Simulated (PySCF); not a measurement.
A structure optimised at PBE-D3(BJ)/def2-SVP, used in a PySCF frequency run:

```
Al
F 1 1.6842
C 1 1.9473 2 118.49
C 3 1.3536 1 121.75 2 157.74
H 4 1.1055 3 122.13 1 1.11
H 4 1.1063 5 115.16 3 179.48
H 3 1.1075 4 116.66 5 179.00
C 1 1.9473 2 118.49 3 180.00
C 8 1.3536 1 121.75 2 157.74
H 9 1.1055 8 122.13 1 1.11
H 9 1.1063 10 115.16 8 179.48
H 8 1.1075 9 116.66 10 179.00
```

**Question.** Write its SMILES, formula and point group.

**Answer.** C=[CH][Al]([F])[CH]=C, C4H6AlF, C2

**Question.** What are its rotational constants (standard atomic weights)?

**Answer.** 2.6743, 2.5799, 1.3401 GHz
